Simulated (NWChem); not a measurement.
Species: GeHOBr, singlet; SMILES [OH][Ge][Br]

```xyz
4

Ge     0.4127     0.9824     0.0000
Br    -0.0456    -1.3211     0.0000
O     -1.2824     1.5376     0.0000
H     -1.3525     2.5015     0.0000
```
Atoms are numbered in this order, from 1.

Computed with NWChem. Low-valent species are run as closed-shell singlets; no triplet was tried in these runs. Coordinates come from a PBE0/def2-SVP optimisation. Ions are spin-unrestricted doublets at the neutral geometry; other ion states weren't tried.

```
level                  vertical ionisation energy, ΔSCF (eV)  −ε(HOMO) (eV)  ΔSCF minus −ε(HOMO) (eV)
---------------------  -------------------------------------  -------------  ------------------------
B3LYP/def2-SVP                                           [?]            [?]                       [?]
PBE/def2-SVP                                            9.47           6.27                      3.20
Hartree-Fock/def2-SVP                                   9.14           9.95                     -0.81
LRC-wPBEh/def2-SVP                                      9.79           9.24                      0.55
M06-2X/def2-SVP                                         9.71           8.53                      1.18
```

Problem. Some entries are withheld; supply them.

Solution. 
- B3LYP/def2-SVP, vertical ionisation energy, ΔSCF (eV): 9.70
- B3LYP/def2-SVP, −ε(HOMO) (eV): 7.20
- B3LYP/def2-SVP, ΔSCF minus −ε(HOMO) (eV): 2.50
